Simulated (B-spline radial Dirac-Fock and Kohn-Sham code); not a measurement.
# Lu³⁺: non-radiative channels of the 3p1/2 vacancy

System: Lu³⁺, [Xe] 4f14, inside a Watson sphere of charge -3 and radius 1.8 Å (a model of the Madelung potential; inside it an electron's potential energy is raised by 24.0 eV).

The computed values come from a B-spline atomic structure program: independent-particle radiative and Coulomb Auger rates from relativistic LDA hole-state orbitals, with Dirac-Fock energies. Kinetic energies are configuration averages from the vacuum level; the two-hole energies are estimated from single-hole states.

| transition | kinetic energy (eV) | width (meV) | share (%) |
| --- | --- | --- | --- |
| M2-M3N5 | 0.68 | 225 | 2.0 |
| M2-M4N1 | 71.37 | 749 | 6.6 |
| M2-M5N1 | 122.5 | 127 | 1.1 |
| M2-M4N2 | 166.5 | 747 | 6.6 |
| M2-M3N6 | 194.9 | 374 | 3.3 |
| M2-M3N7 | 196.9 | 381 | 3.4 |
| M2-M5N2 | 217.0 | 838 | 7.4 |
| M2-M4N3 | 221.3 | 874 | 7.8 |
| M2-M4N4 | 378.4 | 300 | 2.7 |
| M2-M4N5 | 387.4 | 352 | 3.1 |
| M2-M4O1 | 533.7 | 123 | 1.1 |
| M2-M4N6 | 583.4 | 1780 | 15.8 |
| M2-M4N7 | 584.2 | 2710 | 24.1 |
| M2-N2N3 | 1447.8 | 119 | 1.1 |
| M2-N2N4 | 1606.7 | 115 | 1.0 |
| M2-N2N5 | 1612.8 | 186 | 1.7 |

Coster-Kronig rates are the weakest part of this model and often come out 1.5 to 2.5 times too large. The listed channels hold 89 % of the non-radiative rate. Summed by principal shells, of 11.3 eV in all: MMN 86.1 %, MNN 8.0 %, MMO 5.0 %, MNO 0.9 %.
